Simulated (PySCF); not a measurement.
Some computed properties have been withheld. Give your best values.

C6H11NSi2.
InChI=1S/C6H11NSi2/c1-6(2)9(5-7)4-3-8/h6,9H,1-2,8H3/t9-/m1/s1

Conformer (atom-mapped SMILES and torsion angles): `[CH3:1][CH:2]([CH3:3])[Si@@H:4]([C:5]#[N:6])[C:7]#[C:8][SiH3:9]`: C1–C2–Si4–C5 -57°.

| property | level | value |
| --- | --- | --- |
| point group | PBE0-D3(BJ)/def2-SVP | C1 |
| rotational constants A, B, C | PBE0-D3(BJ)/def2-SVP | 1.346, 0.600, 0.477 GHz |
| dipole moment | B3LYP/def2-SVPD | 4.11 D |
| HOMO energy | B3LYP/def2-SVPD | -8.10 eV |
| LUMO energy | B3LYP/def2-SVPD | -1.37 eV |
| lowest singlet excitation | TDDFT B3LYP/def2-SVPD | 5.39 eV (230 nm, f = 0.002) |
| strongest line among the 10 lowest singlet transitions | TDDFT B3LYP/def2-SVPD | ? |
| lowest triplet excitation (Tamm–Dancoff) | TDA B3LYP/def2-SVPD | 4.51 eV |
| static isotropic polarisability | B3LYP/def2-SVPD | ? |
| vertical ionisation energy | ΔSCF B3LYP/def2-SVPD | 9.88 eV |
| electronic spatial extent ⟨r²⟩ about the centre of nuclear charge | B3LYP/def2-SVPD | ? |
| 13C chemical shifts (computed TMS as zero) by class | GIAO PBE0/pcSseg-1 | 124.7 (1 C), 117.4 (1 C), 112.8 (1 C), 17.8 (1 C), 17.6 (1 C), 15.8 (1 C) ppm |
| 1H chemical shifts (computed TMS as zero) by class | GIAO PBE0/pcSseg-1 | ? |
| isotropic shieldings of nuclei other than C and H, by class | GIAO PBE0/pcSseg-1 | -104 (1 N), 413 (1 Si), 447 (1 Si) ppm |

Gas-phase values; electronic properties from PySCF, density fitting. Isolated species at its PBE0-D3(BJ)/def2-SVP geometry (one conformer only). NMR classes are plain means over equivalent atoms (diastereotopic ones count apart unless rotation or inversion swaps them), as if these changed places fast; in this geometry the members of some classes differ.

Problem. Give the static isotropic polarisability.

Solution. 131.0 au.

Problem. The strongest line among the 10 lowest singlet transitions?

Solution. S5 at 6.50 eV (191 nm, f = 0.216).

Problem. What is the electronic spatial extent ⟨r²⟩ about the centre of nuclear charge?

Solution. 2444 bohr².

Problem. Give the 1H chemical shifts (computed TMS as zero) by class.

Solution. 4.45 (1 H), 4.22 (3 H), 1.31 (3 H), 1.13 (3 H), 0.97 (1 H) ppm.

The polarisability is 19.41 Å³ as a volume (1 au = 0.148185 Å³), or 1.60 au for each of the 82 electrons. In atomic units the dipole is 1.62 e·bohr (1 au = 2.5417 D).
